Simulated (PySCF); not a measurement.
Be(OH)(SH) (BeH₂OS), SMILES [OH][Be][SH]. Heavy atoms are numbered as in [Be:1]([OH:2])[SH:4]. Hydrogens are named by the atom that carries them.

The structure is a stationary point at PBE0-D3(BJ)/def2-TZVP. The values are those of a single conformer.

Level of theory: PBE0/pcSseg-2 in PySCF.

GIAO shieldings, no solvent; atoms alike by connectivity are averaged. δ = σ(ref) − σ: ¹⁷O against H2O (σ = 327.8 ppm); ¹H against TMS (σ = 31.54 ppm); ³³S against H2S (σ = 711.3 ppm), references at their B3LYP-D3(BJ)/def2-TZVP geometries, non-relativistic.

Computed chemical shifts:
```json
[
 {"nucleus": "¹⁷O", "atoms": "O2 (OH)", "count": "1", "δ (ppm)": "41.6"},
 {"nucleus": "¹H", "atoms": "H on O2", "count": "1", "δ (ppm)": "2.15"},
 {"nucleus": "¹H", "atoms": "H on S4", "count": "1", "δ (ppm)": "-0.27"},
 {"nucleus": "³³S", "atoms": "S4 (SH)", "count": "1", "δ (ppm)": "-105.1"}
]
```
